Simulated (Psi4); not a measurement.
water (H2O), singlet, at a GFN2-xTB geometry.

Psi4 was given this input:
```
memory 2 GB

molecule {
0 1
  O     0.00956971    0.00206403    0.11338892
  H    -0.05579359    0.76362201   -0.46612807
  H    -0.02076411   -0.78013425   -0.44098332
}

set basis pcseg-1

energy('ccsd(t)')
print_variables()
```

Q: Give the number of basis functions at the level CCSD(T)/pcseg-1 (Psi4).

A: 24

Q: What MP2 correlation energy does CCSD(T)/pcseg-1 give?

A: -0.2048 Eh

Q: Estimate the nuclear repulsion energy that CCSD(T)/pcseg-1 returns for this input.

A: 9.1695 Eh
